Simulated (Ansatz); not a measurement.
Reaction (formal exchange of groups at a P–P bond): `PP` + `F[SiH2][SiH3]` → `F[SiH]([SiH3])P` + PH₃

Gas-phase electronic energies from Ansatz, PBE0-D4/def2-TZVP geometries. CBS: MP2 limit from def2 TZ/QZ plus the TZ coupled-cluster correction, frozen cores. This one scheme is used for every species. DFT in def2-TZVPP. HSE06 is defined as in plane-wave codes. One conformer a species, not always the lowest.

| level | ΔE (kJ/mol) | difference from CCSD(T)/CBS |
| --- | --- | --- |
| LDA (SPW92) | -29.2 | -4.5 |
| CAM-B3LYP-D4 | -25.4 | -0.7 |
| PBE | -24.2 | 0.5 |
| BLYP | -19.3 | 5.4 |
| HSE06 | -24.0 | 0.7 |
| LC-ωPBE | -25.8 | -1.1 |
| MP2/def2-TZVPP | -24.4 | 0.3 |
| HF/def2-QZVPP | -17.3 | 7.4 |
| MP2/def2-QZVPP | -23.7 | 1.0 |
| HF/CBS(def2) | -17.2 | 7.5 |
| CCSD(T)/CBS | -24.7 | 0 |

Largest T1 diagnostic among the species: 0.014.

In def2-TZVPP, CCSD(T) changes the Hartree–Fock value by −7.9 kJ/mol (the triples alone add −0.9 kJ/mol) and MP2 by −6.7 kJ/mol. Leaving LDA and LC-ωPBE aside and taking each functional with its dispersion term where it has one, the values, not all of them listed here, spread over 5.8 kJ/mol, from B97M-V to B2PLYP. LDA lies −5.0 kJ/mol from PBE without D4. The D4 term adds −4.3 kJ/mol with B3LYP and −2.7 kJ/mol with PBE0; it sums over pairs of atoms, weighted by their polarisabilities, and B3LYP, whose exchange is more repulsive, gets the larger term.

B3LYP here is the variant with VWN-RPA as its local correlation; programs differ in this.
